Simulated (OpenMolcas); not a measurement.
A calculation on Co IV.

```yaml
Program: OpenMolcas 26.06
Method: CASSCF
Basis: ANO-RCC-VTZP [6s5p3d2f1g]
Scalar_Hamiltonian: DKH2, point nucleus
Active_space: 6 electrons in 5 orbitals (3d)
State_averaging: 2S+1 = 5 even, 5 roots; 2S+1 = 3 even, 35 roots; 2S+1 = 1 even, 23 roots
Spin-orbit_coupling: RASSI with atomic mean-field integrals over the reference wave functions, term energies averaged over their components
```

Task: Which level of the active space comes out lowest?

Result: 3d⁶ ⁵D₄, with 100 % of that term; it is also the measured ground level.

Task: How high does 3d⁶ ⁵D₀ lie?

Result: 1556 cm⁻¹ above the lowest level; measured 1494 cm⁻¹ above the ground level, so the calculation is off by +4 %.

Task: How high does 3d⁶ ³F₃ lie?

Result: 29921 cm⁻¹ above the lowest level; measured 25736 cm⁻¹ above the ground level, so the calculation is off by +16 %.

Task: How high does 3d⁶ ⁵D₁ lie?

Result: 1410 cm⁻¹ above the lowest level.

Task: The level at 29556 cm⁻¹ has J = 4. What is it made of, and what is its g factor?

Result: 94 % 3d⁶ ³F₄, 5 % 3d⁶ ³G; g = 1.236, against 1.251 from Landé's formula for the pure leading term.

Measured values: Sugar and Corliss, J. Phys. Chem. Ref. Data 10, 1097 (1981).

Without dynamic correlation excited terms often stand tens of per cent too high (terms of higher spin than the ground term too low), and those without a measured partner can miss by more than the paired ones. Measured partners are found by configuration, term and J. A level has none where our copy of the source lacks it or the pairing is in doubt (some pairs that miss far off the trend of their configuration count as doubtful), and it then counts in no deviation. Levels of configurations outside the active space are missing.
